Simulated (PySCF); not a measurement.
# Sn²⁺ (tin, charge +2) across methods

[Kr] 4d9 5s2 6s1, high-spin 3D determinant (an excited configuration). Computed with PySCF 2.14 in aug-cc-pwCVTZ-DK3 (10s9p7d4f1g, 109 functions), with scalar relativity by spin-free X2C-1e.

```
   method  E (hartree)  mean ε 5s α (eV)  mean ε 5s β (eV)  mean ε 6s α (eV)  Σ⟨r²⟩ (bohr²)   ⟨S²⟩
     TPSS     -6173.84           -31.775           -31.404           -11.936          54.75  2.001
     BP86     -6174.82           -32.217           -31.830           -12.012          54.37  2.000
   r2SCAN     -6174.09           -31.955           -31.840           -11.912          54.87  2.001
      UHF  -6171.41797           -35.332           -34.574           -13.075          56.93  2.002
      LDA     -6168.07           -32.497           -32.078           -11.904          54.36  2.000
BHandHLYP     -6174.09           -34.114           -33.655           -12.503          55.31  2.001
     PBE0     -6173.76           -33.063           -32.561           -12.351          54.97  2.001
      PBE     -6173.70           -32.017           -31.571           -11.947          54.65  2.000
```

The outer electron is Rydberg-like, and this basis confines it to a smaller radius and binds it less than a complete one would.
